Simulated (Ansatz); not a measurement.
A nudged elastic band was laid between two geometries of ClH3MgO3 (8 atoms, charge 0, multiplicity 1).

Level of theory: UKS PBE0-D4/6-31G in Ansatz.

```json
{
  "movable images": "5",
  "climbing image": "yes",
  "spring": "5.0 eV/Å²",
  "optimiser": "quadratic models (default)",
  "start path": "through a guess of the saddle point",
  "force threshold": "0.05 eV/Å",
  "iteration limit": "60",
  "end points": "relaxed"
}
```

Initial state:

```xyz
8
Properties=species:S:1:pos:R:3
Mg -0.770 -0.028 -0.827
O 1.050 -0.310 -0.903
Cl -2.798 0.089 -1.832
H 1.266 -0.101 0.486
O 0.944 0.122 1.494
O -0.517 0.272 1.120
H 1.767 -0.518 -1.505
H -0.942 0.474 1.966
```

Final state:

```xyz
8
Properties=species:S:1:pos:R:3
Mg -0.716 0.238 -0.511
O 1.115 -0.407 -0.873
Cl -2.476 0.296 -1.942
H 1.486 0.003 -0.048
O 0.312 1.028 1.012
O -0.521 -0.227 1.449
H 1.695 -0.971 -1.394
H -0.894 0.039 2.307
```

Problem. Which bonds break or form, and what moves?

Solution. Bonds broken: H4–O5. Bonds formed: Mg1–O5, O2–H4.

Problem. What energy profile does the band end with?

Solution. The run converged. The highest image is number 3 of 0 to 6, 0.157 eV above the first end and 0.274 eV above the last; the last end lies 0.117 eV below the first. A vibrational analysis at the climbing image gives one clearly imaginary mode, 254i cm⁻¹: a first-order saddle point. The orbitals stay closed-shell, which can raise the energy where a bond breaks towards radicals; this wasn't checked here. Limits of this set-up: no polarisation functions.

```
image  path coordinate (Å)  energy (eV)  H4–O5 (Å)  Mg1–O5 (Å)  O2–H4 (Å)
    0                 0.00        0.000       1.08        2.89       1.42
    1                 0.42        0.021       1.08        2.86       1.41
    2                 0.85        0.083       1.10        2.74       1.39
    3                 1.27        0.157       1.20        2.45       1.26
    4                 1.56        0.063       1.41        2.24       1.10
    5                 1.85       -0.087       1.65        2.06       1.02
    6                 2.14       -0.117       1.89        2.00       0.99
```

Problem. What is the geometry of the highest image?

Solution. 
```xyz
8
Properties=species:S:1:pos:R:3
Mg -0.739 -0.024 -0.705
O 1.089 -0.415 -0.858
Cl -2.668 0.297 -1.844
H 1.223 0.167 0.248
O 0.689 0.820 1.095
O -0.515 -0.119 1.275
H 1.783 -0.845 -1.360
H -0.861 0.118 2.149
```

Problem. What are the harmonic wavenumbers there?

Solution. 254i, 74, 105, 231, 293, 321, 384, 409, 570, 664, 752, 841, 946, 1177, 1354, 1867, 3799, 3955 cm⁻¹.

Time of the run: 6.7 min on 2 threads of Intel(R) Xeon(R) Platinum 8259CL CPU @ 2.50GHz (Skylake/Cascade Lake), with other jobs on the host, peak memory 0.22 GiB.
